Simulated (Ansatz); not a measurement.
Dissociation curve of Ge(OMe)4, C4H12GeO4, SMILES C[O][Ge]([O]C)([O]C)[O]C. The O1–C18 bond (O1 also carries Ge; C18 carries H, H, H) is varied alone, starting from the PBE0/def2-SVP optimised geometry.

- UKS-PBE0 = unrestricted PBE0/def2-SVP (Ansatz, a first-principles code)
- RKS-PBE0 = Ansatz with restricted PBE0/def2-SVP
- UKS-PBE = Ansatz with unrestricted PBE/def2-SVP
- RKS-PBE = restricted PBE/def2-SVP (Ansatz)

Scanned distances (Å): 1.15, 1.22, 1.33, 1.38, 1.41, 1.44, 1.50, 1.58, 1.71, 1.87, 2.06, 2.32, 2.60, 2.98, 3.45, 4.05.

Task: Where does the unrestricted solution first break spin symmetry (<S²> of 0.01 or more)?

Result: UKS-PBE0: between 2.06 and 2.32 Å; UKS-PBE: between 2.32 and 2.60 Å.

| R / Å | <S²> UKS-PBE0 | E(RKS-PBE0) − E(UKS-PBE0) / mEh | <S²> UKS-PBE | E(RKS-PBE) − E(UKS-PBE) / mEh |
|---|---|---|---|---|
| 1.15 | 0.00 | 0.0 | 0.00 | 0.0 |
| 1.22 | 0.00 | 0.0 | 0.00 | 0.0 |
| 1.33 | 0.00 | 0.0 | 0.00 | 0.0 |
| 1.38 | 0.00 | 0.0 | 0.00 | 0.0 |
| 1.41 | 0.00 | 0.0 | 0.00 | 0.0 |
| 1.44 | 0.00 | 0.0 | 0.00 | 0.0 |
| 1.50 | 0.00 | 0.0 | 0.00 | 0.0 |
| 1.58 | 0.00 | 0.0 | 0.00 | 0.0 |
| 1.71 | 0.00 | 0.0 | 0.00 | 0.0 |
| 1.87 | 0.00 | 0.0 | 0.00 | 0.0 |
| 2.06 | 0.00 | 0.0 | 0.00 | 0.0 |
| 2.32 | 0.35 | 3.4 | 0.00 | 0.0 |
| 2.60 | 0.69 | 18.4 | 0.42 | 3.4 |
| 2.98 | 0.89 | 40.1 | 0.73 | 14.1 |
| 3.45 | 0.98 | 60.2 | 0.87 | 24.6 |
| 4.05 | 1.00 | 75.8 | 0.95 | 32.3 |
